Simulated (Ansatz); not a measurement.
Input for Ansatz (an electronic-structure program): U-B97M-V/def2-TZVPP on RuSe, 2S+1 = 7, a spin state set in the input, which need not be the lowest, a point of a bond scan (R = 2.326 Å). Elements past Kr take the def2 small-core potentials; no spin–orbit coupling.

Ansatz 0.2 input:
```yaml
crystal:
  periodic: [false, false, false]
  atoms:
    - {symbol: Ru, position_ang: [0.00000000, 0.00000000, 0.00000000]}
    - {symbol: Se, position_ang: [0.00000000, 0.00000000, 2.32627700]}
basis:
  gaussian:
    orbitals: def2-TZVPP
    pivot_positions_ang: [[0.00000000, 0.00000000, 0.00000000], [0.00000000, 0.00000000, 2.32627700]]
hamiltonian:
  xc: {name: B97M-V}
magnetization: {spin_polarized: true, initial_magnetization: 6}
output: {forces: true, orbitals: {seedname: ./end}}
```

**Question.** Predict the final total energy.

**Answer.** -2495.9287 hartree.

**Question.** How many basis functions does it have, and what does it roughly cost on one machine?

**Answer.** 104 functions; about 80 core-seconds (a rough figure).
